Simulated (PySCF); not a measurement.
## Correlation energy of N⁺ (nitrogen, charge +1)

[He] 2s1 2p2 3d1, one real determinant (an excited configuration). Calculation: PySCF 2.14, in aug-cc-pCVTZ-DK with one added diffuse shell each of s, p, d, f type (8s7p5d3f, 75 functions); the spin-free X2C one-electron Hamiltonian (Gaussian nucleus). Frozen: 1s2; 4 electrons correlated.

| level | correlation energy (mhartree) |
| --- | --- |
| CCSD | -21.41 |
| (T) | -0.43 |
| CCSD(T) | -21.84 |

Diagnostics: T1 = 0.012, D1 = 0.0331, largest double amplitude 0.094.

Question: Is a single reference adequate?

Answer: Mostly. T1 lies below 0.03, but a double amplitude of this size points to a near-degeneracy that CCSD handles and MP2 describes poorly.

The reference is one real determinant that mixes LS terms of this configuration.
